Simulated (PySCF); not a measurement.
C₆H₁₀GeSi, SMILES [SiH3]c1cc[c]([GeH3])cc1 (GFN2-xTB optimised geometry):

```
18

Si    -1.222     3.118    -0.029
C     -0.539     1.359    -0.034
C     -1.147     0.358     0.717
C     -0.646    -0.929     0.736
C      0.485    -1.261     0.000
C      1.099    -0.266    -0.751
C      0.595     1.020    -0.767
Ge     1.187    -3.081     0.000
H     -0.835     3.781     1.220
H     -2.682     3.062    -0.122
H     -0.669     3.846    -1.172
H     -2.029     0.594     1.298
H     -1.134    -1.692     1.329
H      1.984    -0.508    -1.327
H      1.090     1.778    -1.360
H      2.682    -3.081     0.000
H      0.757    -3.846    -1.213
H      0.706    -3.836     1.197
```

Level of theory: B3LYP/def2-SVP run with PySCF.

Question: What are the frontier orbital energies and the dipole moment?

Answer: HOMO-2 -8.26 eV, HOMO-1 -7.24 eV, HOMO -7.13 eV, LUMO -0.93 eV, LUMO+1 -0.44 eV; dipole moment 0.12 D.

On the same geometry PBE/def2-SVP (PySCF 2.14.0) gives HOMO-2 -7.17 eV, HOMO-1 -6.51 eV, HOMO -6.40 eV, LUMO -1.65 eV, LUMO+1 -1.23 eV; dipole moment 0.08 D.

Meta-Löwdin charges at B3LYP/def2-SVP: Si1 0.51, C2 -0.21, C3 -0.09, C4 -0.09, C5 -0.16, C6 -0.09, C7 -0.09, Ge8 0.37, H9 -0.11, H10 -0.10, H11 -0.10, H12 0.10, H13 0.10, H14 0.10, H15 0.10, H16 -0.07, H17 -0.07, H18 -0.07.
